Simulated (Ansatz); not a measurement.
Born–Oppenheimer molecular dynamics of ClFH$_{4}$Sn (7 atoms, charge 0, multiplicity 1). It starts at the highest image of a converged band. Of that band: Neighbouring images differ by up to 1.3 eV, so the band resolves the path poorly. A vibrational analysis at the climbing image gives one clearly imaginary mode, 1010i cm⁻¹: a first-order saddle point.

All numbers below come from RKS B3LYP-D4/def2-SVP (Ansatz).

```json
{
  "ensemble": "NVE (velocity Verlet)",
  "time step": "0.5 fs",
  "steps asked": "200",
  "starting velocities drawn for": "100 K",
  "seed": "3032"
}
```

First frame:

```xyz
7
Properties=species:S:1:pos:R:3
Sn 0.164 0.179 -0.123
H -0.653 0.490 1.701
Cl 2.155 0.263 -1.426
H -0.842 1.349 -0.853
H -0.166 -1.494 -0.039
F 1.383 1.006 1.537
H 0.331 0.826 1.908
```

How far do the bonds stretch over the last three quarters of this one trajectory? (Pairs bonded in most of those frames.)


```csv
bond,mean (Å),spread (Å),shortest,longest
Sn1–H2,1.730,0.034,1.68,1.81
Sn1–Cl3,2.393,0.035,2.34,2.43
Sn1–H4,1.720,0.015,1.69,1.75
Sn1–H5,1.719,0.010,1.70,1.73
F6–H7,0.931,0.022,0.90,0.97
```

Mean temperature of the second half: 1372 K. The conserved energy stayed within 0.09 meV per atom of its start (net change -0.071 meV per atom), so the integration is sound. The kinetic energy rose, since the run started high on the potential surface and went downhill. It ends in pieces (ClH3Sn + FH), so much of that is their flight and rotation, not heat. A run of 0.1 ps of so small a system gives no equilibrium averages. The orbitals stay closed-shell, which can raise the energy where a bond breaks towards radicals; this wasn't checked here.

Run time: 9.8 min on 1 thread of Arm Neoverse V2 (shared host), peak memory 0.18 GiB.
